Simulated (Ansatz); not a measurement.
Consider the ligand exchange at a B–Se bond: `CB(Cl)[SeH]` + `[SiH3]N[SiH3]` → `CB(Cl)N([SiH3])[SiH3]` + H₂Se.

Isolated molecules relaxed with PBE0-D4/def2-TZVP in Ansatz; ΔE leaves out vibrations. CBS: MP2 limit from def2 TZ/QZ plus the TZ coupled-cluster correction, frozen cores. This one scheme is used for every species. Functionals use def2-TZVPP. For Se outer-core shells are correlated without core-valence functions, which leaves a few kJ/mol of doubt a bond. Scalar relativity is left out up to krypton. One conformer a species, not always the lowest.

```tsv
species	BHLYP energy (Eh)
`CB(Cl)[SeH]`	-2927.17820
`[SiH3]N[SiH3]`	-637.99533
`CB(Cl)N([SiH3])[SiH3]`	-1162.45170
H₂Se	-2402.73508
```

Question: Work out ΔE.

Answer: ΔE = (-1162.45170) + (-2402.73508) − (-2927.17820) − (-637.99533) = -0.01325 Eh = -34.8 kJ/mol. CCSD(T)/CBS gives -38.8 kJ/mol.

Largest T1 diagnostic among the species: 0.012.

At CCSD(T), def2-SVP lies −14.2 kJ/mol from the extrapolated value and def2-TZVPP −2.3 kJ/mol. From BLYP to BHLYP (50 % exact exchange), in def2-TZVPP and without D4, ΔE moves by −8.4 kJ/mol.
